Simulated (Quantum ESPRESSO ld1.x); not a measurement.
Values are calculated unless marked as measured or tabulated.
Question: Species: Ga20+. Configuration: [Ne] 3s1. Code: ld1.x of Quantum ESPRESSO 7.5. Model: Dirac Kohn-Sham, PW91, spin-unpolarised, spherical densities, point nucleus. Some entries of the table are withheld. Estimate them.

orbital  occ.  eigenvalue (Ry)  <r> (bohr)
1s1/2       2         -813.442         (1)
2s1/2       2              (2)      0.2140
2p1/2       2              (3)         (4)
2p3/2       4              (5)         (6)
3s1/2       1              (7)      0.5336

Answer: 
(1) 1s1/2 <r> (bohr): 0.04857
(2) 2s1/2 eigenvalue (Ry): -151.290
(3) 2p1/2 eigenvalue (Ry): -141.282
(4) 2p1/2 <r> (bohr): 0.1846
(5) 2p3/2 eigenvalue (Ry): -139.175
(6) 2p3/2 <r> (bohr): 0.1879
(7) 3s1/2 eigenvalue (Ry): -57.9107
